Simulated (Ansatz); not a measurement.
`CC(=O)SCCCCCCCCCCCOc1ccccc1`, 52 atoms. Hardware: 2 threads of AMD EPYC 7R13 on a shared host and a share (18 GiB) of an NVIDIA H100 80GB HBM3.

Correlated methods freeze 26 core orbitals. Single mean-field runs in def2-SVP, def2-TZVP are fitted with def2-universal-jkfit.

How many basis functions does each of these Ansatz runs have, and roughly what does it cost? PBE0-D4/def2-TZVP, charge 0 singlet, energy and forces, from earlier orbitals; B2PLYP/def2-TZVP, charge 0 singlet, energy and forces, from earlier orbitals; PBE0-D4/def2-TZVP, charge -1 doublet at the geometry of the charge 0 singlet, energy; PBE-D4/def2-TZVP, charge 1 doublet at the geometry of the charge 0 singlet, energy, from earlier orbitals; B2PLYP/def2-TZVP, charge -1 doublet at the geometry of the charge 0 singlet, energy, from earlier orbitals; PBE-D4/def2-SVP, charge 0 singlet, relaxation, 54 steps; r2SCAN0-D4/def2-TZVP, charge 0 singlet, energy, from earlier orbitals; PBE0-D4/def2-SVP, charge 0 singlet, energy, from earlier orbitals; PBE-D4/def2-TZVP, charge 0 singlet, energy, from earlier orbitals; PBE-D4/def2-TZVP, charge 0 triplet at the geometry of the charge 0 singlet, energy, from earlier orbitals; PBE-D4/def2-SVP, charge 0 singlet, energy, from earlier orbitals; HF/STO-3G, charge 0 singlet, energy.

Other jobs shared the machine, so times can vary by a factor of up to 3.

| run | functions | fitting or Cholesky vectors | wall time | peak host memory (GiB) |
| --- | --- | --- | --- | --- |
| HF/STO-3G, charge 0 singlet, energy | 144 | 2058 | 1.4 s | 0.8 |
| PBE-D4/def2-SVP, charge 0 singlet, energy, from earlier orbitals | 462 | 2247 | 2.6 s | 0.88 |
| PBE0-D4/def2-SVP, charge 0 singlet, energy, from earlier orbitals | 462 | 2247 | 2.7 s | 0.88 |
| PBE-D4/def2-TZVP, charge 0 singlet, energy, from earlier orbitals | 868 | 2247 | 3.5 s | 1.1 |
| r2SCAN0-D4/def2-TZVP, charge 0 singlet, energy, from earlier orbitals | 868 | 2247 | 4.6 s | 1.1 |
| PBE0-D4/def2-TZVP, charge 0 singlet, energy and forces, from earlier orbitals | 868 | 2247 | 5.5 s | 1.3 |
| PBE-D4/def2-TZVP, charge 1 doublet at the geometry of the charge 0 singlet, energy, from earlier orbitals | 868 | 2247 | 7.5 s | 1.5 |
| PBE-D4/def2-TZVP, charge 0 triplet at the geometry of the charge 0 singlet, energy, from earlier orbitals | 868 | 2247 | 8.5 s | 1.5 |
| PBE0-D4/def2-TZVP, charge -1 doublet at the geometry of the charge 0 singlet, energy | 868 | 2247 | 10 s | 1.5 |
| B2PLYP/def2-TZVP, charge -1 doublet at the geometry of the charge 0 singlet, energy, from earlier orbitals | 868 | 2247 | 11 s | 4.2 |
| B2PLYP/def2-TZVP, charge 0 singlet, energy and forces, from earlier orbitals | 868 | 2247 | 15 s | 6.4 |
| PBE-D4/def2-SVP, charge 0 singlet, relaxation, 54 steps | 462 | 2247 | 2.2 min | 0.92 |
